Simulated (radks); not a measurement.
Effect of the nuclear size on neutral oxygen, [He] 2s2 2p4. Method: Dirac Kohn-Sham, PBE, spin-unpolarised, spherical densities, finite nucleus; open shells are shared between the two j in proportion to 2j + 1; Fermi nuclear charge, rms radius 2.6991 fm; computed with a radial shooting solver on a logarithmic mesh with Libxc functionals. The rms radius is varied about that value; shifts are against it.

rms radius (fm) = 2.3644: total energy shift (eV) -0.0000890; density at nucleus (e/bohr^3) 322; 1s1/2 shift (meV) -0.035
rms radius (fm) = 2.4535: total energy shift (eV) -0.0000664; density at nucleus (e/bohr^3) 321.9; 1s1/2 shift (meV) -0.026
rms radius (fm) = 2.6991: total energy shift (eV) 0; density at nucleus (e/bohr^3) 321.8; 1s1/2 shift (meV) 0.000
rms radius (fm) = 2.8233: total energy shift (eV) 0.0000359; density at nucleus (e/bohr^3) 321.7; 1s1/2 shift (meV) 0.014
rms radius (fm) = 3.2524: total energy shift (eV) 0.000172; density at nucleus (e/bohr^3) 321.5; 1s1/2 shift (meV) 0.068

Slopes of the eigenvalues against <r^2> in GHz/fm^2, as finite differences over the two radii next to the reference (eigenvalue slopes, not the field-shift constants of lines): 1s1/2 5.01.
